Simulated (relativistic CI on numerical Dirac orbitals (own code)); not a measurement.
Radial Dirac CI calculation of Pt.

Command:

```sh
python run_levels.py task.json out
```

Input:

```
atom Pt  Z=78  charge=0  electrons=78
nucleus A=195  rms_radius_fm=5.4270
hamiltonian dirac-coulomb  breit=off  qed=off  c_scale=1
orbitals kli  potential=per-configuration
slater_scale 1
correlation none
mixing on
grid step=0.0125 r_max=259.4
scf mixing=0.4 start=green max_iterations=150 tolerance=2e-08 node_fill=0.05
configurations
  [Xe] 4f14 5d9 6s
end
```

Output:

```
SCF 1: [Xe] 4f14 5d9 6s
 iter      energy (Ha)   residual   last orbital (Ha)
    1    -18415.448898   2.58e+00     -0.63294
    2    -18433.904250   5.95e-01     -0.30458
    3    -18434.576533   3.15e-01     -0.33184
    4    -18434.825178   7.77e-02     -0.37585
    5    -18434.824569   9.66e-02     -0.38711
    6    -18434.824545   9.75e-02     -0.39770
    7    -18434.824376   3.72e-02     -0.24098
    8    -18434.824548   2.05e-02     -0.26355
    9    -18434.824999   1.01e-02     -0.30607
   10    -18434.825085   2.16e-03     -0.29344
   11    -18434.825043   1.25e-03     -0.28864
   12    -18434.825057   3.15e-05     -0.29038
   13    -18434.825060   3.56e-06     -0.29039
   14    -18434.825061   1.45e-06     -0.29039
   15    -18434.825061   1.93e-07     -0.29039
   16    -18434.825061   5.11e-08     -0.29039
   17    -18434.825061   1.81e-08     -0.29039
orbital energies (Ha): 4f5/2 -2.7634  4f7/2 -2.6371  5s -3.8011  5p1/2 -2.5314  5p3/2 -1.9925  5d3/2 -0.3457  5d5/2 -0.2977  6s -0.2904
configuration averages (Ha): Dirac-Coulomb, Breit, QED
  5d9 6s                      -18434.825061    0.000000    0.000000
levels: no., configuration, term, J, E (cm-1), weight
   1 5d9 6s                 3D   3                0.0  1.00
   2 5d9 6s                 3D   2             3426.0  0.78
   3 5d9 6s                 3D   1             9831.5  1.00
   4 5d9 6s                 1D   2            14596.0  0.78
lowest total energy -18434.852309 Ha
end: converged
```

Against the reference input this run has: QED terms off, Breit term off. The reference run ends at -18400.008265 Ha with Breit and QED terms.

With so few configurations and no correlation, terms lie too far apart (by 10 to 50 % or more near neutrality), their order can be wrong, and levels of other configurations are missing. Terms and fine structure of an open d or f shell near neutrality can be off by tens of per cent either way.
